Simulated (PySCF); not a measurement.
A side-by-side comparison of computed properties.

First species: 1,2-difluoroethane, C₂H₄F₂.
Geometry (GFN2-xTB, Å), atoms numbered from 1 in this order:
```xyz
8
C2H4F2 angstrom
F      1.175    1.186    0.563
C      0.756    0.062   -0.099
C     -0.735   -0.165    0.108
F     -1.467    0.533   -0.816
H      1.332   -0.775    0.306
H      0.981    0.209   -1.159
H     -1.047    0.182    1.098
H     -0.984   -1.222   -0.027
```

Second species: C2H9ClOSi2.
SMILES: `COC[SiH2][SiH2]Cl`

Levels: CAM-B3LYP/def2-SVPD for dipole moment, HOMO energy, LUMO energy, HOMO–LUMO gap, static isotropic polarisability and electronic spatial extent ⟨r²⟩ about the centre of nuclear charge; TDDFT CAM-B3LYP/def2-SVPD for lowest singlet excitation; TDA CAM-B3LYP/def2-SVPD for lowest triplet excitation (Tamm–Dancoff); GFN2-xTB for rotational constant A and rotational constant C. Geometries: GFN2-xTB. Each structure is a single optimised conformer of the isolated species, non-relativistic unless stated; the electronic structure was computed with PySCF and density fitting.

The conformers computed, where there is a choice (atom-mapped SMILES and torsion angles):
- `[F:1][CH2:2][CH2:3][F:4]`: F1–C2–C3–F4 86°
- `[CH3:1][O:2][CH2:3][SiH2:4][SiH2:5][Cl:6]`: C1–O2–C3–Si4 177°, O2–C3–Si4–Si5 -39°, C3–Si4–Si5–Cl6 -63°

**Question.** Which of the two has the higher S1 energy, and by how much?

**Answer.** The first: 9.27 eV against 6.54 eV, a difference of 2.73 eV.

**Question.** Which of the two has the higher ⟨r²⟩, and by how much?

**Answer.** The second: 1400 bohr² against 293 bohr², a difference of 1107 bohr².

**Question.** Which of the two has the higher HOMO energy, and by how much?

**Answer.** The second: -9.26 eV against -11.15 eV, a difference of 1.89 eV.

**Question.** Which of the two has the higher T1 energy, and by how much?

**Answer.** The first: 8.96 eV against 5.88 eV, a difference of 3.08 eV.

**Question.** Which has the higher rotational constant A?

**Answer.** The first: 19.378 GHz against 2.257 GHz, a difference of 17.121 GHz.

**Question.** Which of the two has the higher HOMO–LUMO gap, and by how much?

**Answer.** The first: 12.48 eV against 9.80 eV, a difference of 2.68 eV.

**Question.** Which has the higher dipole moment?

**Answer.** The first: 2.48 D against 2.08 D, a difference of 0.40 D.

**Question.** Which of the two has the higher rotational constant C, and by how much?

**Answer.** The first: 4.247 GHz against 0.868 GHz, a difference of 3.379 GHz.

On the first: The vertical singlet–triplet gap S1 − T1 is 0.31 eV (TDDFT singlet less Tamm–Dancoff triplet; S1: HOMO→LUMO, weight 0.93; T1: HOMO→LUMO, weight 0.85). S1 lies 3.21 eV below the HOMO–LUMO gap; its leading configuration is HOMO→LUMO, weight 0.93.

On the second: The polarisability is 14.54 Å³ as a volume (1 au = 0.148185 Å³), or 1.33 au for each of the 74 electrons. The 8 singlets span 6.54 to 7.78 eV, and their oscillator strengths add up to 0.22.
